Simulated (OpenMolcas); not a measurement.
**Pd3+: moving or changing the point charges**

Pd3+ among 6 point charges of -1.5 e arranged as a tetragonal octahedron (D4h), 1.98 Å from the ion, with the axial distance 2.020 Å.

```
Program             : OpenMolcas 26.06
Method              : CASSCF
Basis               : ANO-RCC-VDZP [6s5p3d1f]
Scalar Hamiltonian  : DKH2, point nucleus
Active space        : 7 electrons in 5 orbitals (4d)
State averaging     : 2S+1 = 4 even, 10 roots; 2S+1 = 2 even, 40 roots
Spin-orbit coupling : state interaction with AMFI integrals over the reference wave functions
```

Runs around this geometry, states (labels of D4, the rotations of D4h). Energies in cm-1 above the lowest state or level, χT in cm3 K/mol.

```json
{"R (Å)": "1.98", "q (e)": "-1.5", "Axial / equatorial distance": "0.94", "Ground state": "4E", "First state of that spin": "4A2 968.2", "First gap with spin-orbit (degeneracies)": "854.9 (2, 2)", "χT at 300 K": "3.604", "First state of another spin": "2B1 11674"}
{"R (Å)": "1.98", "q (e)": "-1.2", "Axial / equatorial distance": "1.02", "Ground state": "4A2", "First state of that spin": "4E 208.1", "First gap with spin-orbit (degeneracies)": "726.1 (2, 2)", "χT at 300 K": "3.705", "First state of another spin": "2A1 14095"}
{"R (Å)": "1.84", "q (e)": "-1.5", "Axial / equatorial distance": "1.02", "Ground state": "4A2", "First state of that spin": "4E 420.7", "First gap with spin-orbit (degeneracies)": "779.9 (2, 2)", "χT at 300 K": "3.388", "First state of another spin": "2A1 10281"}
{"R (Å)": "1.98", "q (e)": "-1.5", "Axial / equatorial distance": "1.02", "Ground state": "4A2", "First state of that spin": "4E 282.7", "First gap with spin-orbit (degeneracies)": "783.1 (2, 2)", "χT at 300 K": "3.532", "First state of another spin": "2A1 13113"}
{"R (Å)": "2.08", "q (e)": "-1.5", "Axial / equatorial distance": "1.02", "Ground state": "4A2", "First state of that spin": "4E 235.4", "First gap with spin-orbit (degeneracies)": "721.9 (2, 2)", "χT at 300 K": "3.708", "First state of another spin": "2A1 14128"}
```

The ground state changes within this set.

Without dynamic correlation the repulsion within the d shell is too large (B by tens of per cent), so at a given field states of lower spin stand too high. This shell can be high or low spin here, a state of another spin lies low, and with metal d orbitals alone active their balance is uncertain, so the ground spin may be wrong. Point charges give a weaker field than real ligands, and real ions of this kind are as a rule low spin; the high spin found here belongs to the model. Spin-orbit coupling mixes the spin-free states strongly: the lowest level takes only 57 % from its leading state, 4E, which lies 208 cm-1 above the lowest spin-free state (figures for R = 1.98, q = -1.2, ratio = 1.02; the like holds for R = 1.84, q = -1.5, ratio = 1.02, R = 1.98, q = -1.5, ratio = 1.02, R = 2.08, q = -1.5, ratio = 1.02). An orbital doublet at a regular site is open to a Jahn-Teller distortion, which this geometry leaves out (holds for R = 1.98, q = -1.5, ratio = 0.94). Point charges carry no covalency, so the field is a model and not that of real ligands. No measured value stands beside these numbers.
